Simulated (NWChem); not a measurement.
System: vinylidene fluoride (C2H2F2); SMILES FC(=C)F

The following NWChem deck was run.

```
start job
memory heap 200 mb stack 900 mb global 1100 mb
geometry units angstroms noautoz
  C      0.014897    -1.383744     0.000000
  C      0.000704    -0.060042     0.000000
  F     -1.080642     0.680154     0.000000
  F      1.066012     0.703120     0.000000
  H      0.966391    -1.911793     0.000000
  H     -0.925041    -1.932095     0.000000
end
basis spherical
  * library def2-svpd
end
dft
  xc b3lyp
  iterations 150
  mulliken
end
task dft energy
```

Output (shortened):

```
             Northwest Computational Chemistry Package (NWChem) 7.3.0
             --------------------------------------------------------

 C2V symmetry detected

                             Geometry "geometry" -> ""
                             -------------------------

 Output coordinates in angstroms (scale by  1.889725989 to convert to a.u.)

  No.       Tag          Charge          X              Y              Z
 ---- ---------------- ---------- -------------- -------------- --------------
    1 C                    6.0000     0.00000000     0.00000000    -1.38203762
    2 C                    6.0000     0.00000000     0.00000000    -0.05825954
    3 F                    9.0000     0.00000000    -1.07338842     0.69346223
    4 F                    9.0000     0.00000000     1.07338842     0.69346223
    5 H                    1.0000     0.00000000     0.94577048    -1.92026864
    6 H                    1.0000     0.00000000    -0.94577048    -1.92026864

 Effective nuclear repulsion energy (a.u.)     118.1080137200

      Symmetry information
      --------------------

 Group name             C2v
 Group number             16
 Group order               4
 No. of unique centers     4

                                 NWChem DFT Module
                                 -----------------

 Summary of "ao basis" -> "ao basis" (spherical)
 ------------------------------------------------------------------------------
       Tag                 Description            Shells   Functions and Types
 ---------------- ------------------------------  ------  ---------------------
 C                         def2-svpd                 8       20   4s2p2d
 F                         def2-svpd                 9       23   4s3p2d
 H                         def2-svpd                 4        8   2s2p

      Symmetry analysis of basis
      --------------------------

        a1         42
        a2         13
        b1         17
        b2         30

            General Information
            -------------------
          SCF calculation type: DFT
          Wavefunction type:  closed shell.
          No. of atoms     :     6
          No. of electrons :    32
           Alpha electrons :    16
            Beta electrons :    16
          Charge           :     0
          Spin multiplicity:     1
          Use of symmetry is: on ; symmetry adaption is: on
          Maximum number of iterations: 150
          AO basis - number of functions:   102
                     number of shells:    42
          Convergence on energy requested:  1.00D-06
          Convergence on density requested:  1.00D-05
          Convergence on gradient requested:  5.00D-04

              XC Information
              --------------
                         B3LYP Method XC Potential
                     Hartree-Fock (Exact) Exchange  0.200
                        Slater Exchange Functional  0.800 local
                    Becke 1988 Exchange Functional  0.720 non-local
              Lee-Yang-Parr Correlation Functional  0.810
                  VWN I RPA Correlation Functional  0.190 local

             Grid Information
             ----------------
          Grid used for XC integration:  medium
          Radial quadrature: Mura-Knowles
          Angular quadrature: Lebedev.
          Tag              B.-S. Rad. Rad. Pts. Rad. Cut. Ang. Pts.
          ---              ---------- --------- --------- ---------
          C                   0.70       49          10.0       434
          F                   0.50       49          10.0       434
          H                   0.35       45          11.0       434
          Grid pruning is: on
          Number of quadrature shells:   192
          Spatial weights used:  Erf1

      Superposition of Atomic Density Guess
      -------------------------------------

 Sum of atomic energies:        -274.84313633

      Non-variational initial energy
      ------------------------------

 Total energy =    -276.463648
 1-e energy   =    -614.069880
 2-e energy   =     219.498218
 HOMO         =      -0.281508
 LUMO         =       0.072728

      Symmetry analysis of molecular orbitals - initial
      -------------------------------------------------

  Numbering of irreducible representations:

     1 a1          2 a2          3 b1          4 b2

  Orbital symmetries:

     1 a1          2 b2          3 a1          4 a1          5 a1
     6 b2          7 a1          8 a1          9 b2         10 b1
    11 a1         12 a2         13 b2         14 a1         15 b2
    16 b1         17 a1         18 b1         19 a1         20 b2
    21 b2         22 b1         23 a1         24 a1         25 a2
    26 a1

     ---------------------------------------------
      Total Density - Mulliken Population Analysis
     ---------------------------------------------

    Atom       Charge   Shell Charges
 -----------   ------   -------------------------------------------------------
    1 C    6     6.58   1.99  0.98  0.33 -0.06  2.18  1.01  0.02  0.14
    2 C    6     4.35   1.99  0.87 -0.06 -0.06  1.40  0.09  0.11  0.01
    3 F    9     9.61   1.99  1.14  0.78  0.08  3.42  2.04  0.12  0.01  0.02
    4 F    9     9.61   1.99  1.14  0.78  0.08  3.42  2.04  0.12  0.01  0.02
    5 H    1     0.93   0.66  0.22  0.03  0.02
    6 H    1     0.93   0.66  0.22  0.03  0.02

   convergence    iter        energy       DeltaE   RMS-Dens  Diis-err
 ---------------- ----- ----------------- --------- --------- ---------
 d= 0,ls=0.0,diis     1   -276.7693226351 -3.95D+02  1.87D-02  9.68D-01
 d= 0,ls=0.0,diis     2   -276.6871851643  8.21D-02  9.18D-03  1.90D+00
 d= 0,ls=0.0,diis     3   -276.8730286021 -1.86D-01  2.19D-03  2.62D-02
 d= 0,ls=0.0,diis     4   -276.8748639386 -1.84D-03  8.20D-04  1.51D-02
 d= 0,ls=0.0,diis     5   -276.8767286357 -1.86D-03  1.27D-04  5.95D-04
  Resetting Diis
 d= 0,ls=0.0,diis     6   -276.8767700548 -4.14D-05  4.99D-05  2.25D-05
 d= 0,ls=0.0,diis     7   -276.8767729723 -2.92D-06  8.99D-06  3.18D-07
 d= 0,ls=0.0,diis     8   -276.8767729620  1.03D-08  5.03D-06  3.71D-07

         Total DFT energy =     -276.876772961994
      One electron energy =     -615.504028144922
           Coulomb energy =      252.958150530073
    Exchange-Corr. energy =      -32.438909067099
 Nuclear repulsion energy =      118.108013719954

 Numeric. integr. density =       32.000002430754

                  Occupations of the irreducible representations
                  ----------------------------------------------

                     irrep           alpha         beta
                     --------     --------     --------
                     a1                8.0          8.0
                     a2                1.0          1.0
                     b1                2.0          2.0
                     b2                5.0          5.0

                       DFT Final Molecular Orbital Analysis
                       ------------------------------------

 Vector   14  Occ=2.000000D+00  E=-4.507178D-01  Symmetry=a1
              MO Center=  1.3D-16,  3.0D-14, -1.2D-01, r^2= 2.4D+00
   Bfn.  Coefficient  Atom+Function         Bfn.  Coefficient  Atom+Function
  ----- ------------  ---------------      ----- ------------  ---------------
    47      0.369084  3 F  pz                70      0.369084  4 F  pz
     7     -0.320699  1 C  pz                27      0.245733  2 C  pz
    50     -0.230274  3 F  pz                73     -0.230274  4 F  pz
    22     -0.142339  2 C  s                 87      0.138674  5 H  s
    95      0.138674  6 H  s                 23     -0.119087  2 C  s

 Vector   15  Occ=2.000000D+00  E=-4.263582D-01  Symmetry=b2
              MO Center=  8.2D-17, -1.8D-14, -6.2D-01, r^2= 2.7D+00
   Bfn.  Coefficient  Atom+Function         Bfn.  Coefficient  Atom+Function
  ----- ------------  ---------------      ----- ------------  ---------------
     6      0.346880  1 C  py                47      0.278450  3 F  pz
    70     -0.278450  4 F  pz                87      0.264568  5 H  s
    95     -0.264568  6 H  s                 46      0.193786  3 F  py
    50     -0.192868  3 F  pz                69      0.193786  4 F  py
    73      0.192868  4 F  pz                37     -0.150363  2 C  d -1

 Vector   16  Occ=2.000000D+00  E=-2.795215D-01  Symmetry=b1
              MO Center= -4.8D-17,  4.5D-16, -6.8D-01, r^2= 1.8D+00
   Bfn.  Coefficient  Atom+Function         Bfn.  Coefficient  Atom+Function
  ----- ------------  ---------------      ----- ------------  ---------------
     5      0.444950  1 C  px                25      0.367778  2 C  px
     8      0.228534  1 C  px                45      0.226264  3 F  px
    68      0.226264  4 F  px                28      0.206228  2 C  px
    48     -0.161146  3 F  px                71     -0.161146  4 F  px
    39      0.069317  2 C  d  1              34      0.033487  2 C  d  1

 Vector   17  Occ=0.000000D+00  E= 3.125442D-04  Symmetry=b1
              MO Center= -1.0D-14, -4.6D-15, -7.6D-01, r^2= 2.4D+00
   Bfn.  Coefficient  Atom+Function         Bfn.  Coefficient  Atom+Function
  ----- ------------  ---------------      ----- ------------  ---------------
    25      0.572472  2 C  px                28      0.389624  2 C  px
     5     -0.366747  1 C  px                 8     -0.232206  1 C  px
    45      0.178924  3 F  px                68      0.178924  4 F  px
    48     -0.145917  3 F  px                71     -0.145917  4 F  px
    92     -0.143979  5 H  px               100     -0.143979  6 H  px

[...]
```

Level: B3LYP/def2-SVPD. Structure relaxed at the PBE0/def2-SVP level.
